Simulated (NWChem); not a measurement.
**C₄H₄ClF in NWChem**

```
C
H 1 1.1096
H 1 1.1096 2 109.54
C 1 1.5163 2 115.32 3 -132.05
C 4 1.3535 1 93.08 2 -115.36
F 5 1.3276 4 134.55 1 180.00
C 5 1.5056 6 130.17 4 180.00
H 7 1.1103 5 115.79 6 64.93
H 7 1.1103 8 109.30 5 132.93
Cl 4 1.7167 5 135.28 6 0.00
```
Charge 0, spin multiplicity 1.

Program: NWChem. Structure: optimised with PBE/def2-SVP, a minimum by its harmonic frequencies. It is one conformer; others weren't searched.

The structure started from a generated list of species. No SCF solution was tested for a lower state. Open-shell Hartree-Fock references start from PBE0 orbitals.

Worked example. At HF/def2-SVP the molecule has a total energy of -712.32684 Ha and the free atoms (multiplicities F 2, C 3, Cl 2, H 2) Cl -459.31930, C -37.64523, F -99.28405, H -0.49928 Ha. The electronic atomisation energy is the atoms' sum less the molecule's energy.

1·(-99.28405) + 4·(-37.64523) + 1·(-459.31930) + 4·(-0.49928) = -711.18139 Ha for the atoms; less the molecule's energy this leaves 1.14545 Ha, or 718.8 kcal/mol (3007 kJ/mol), without zero-point, thermal or spin-orbit terms.
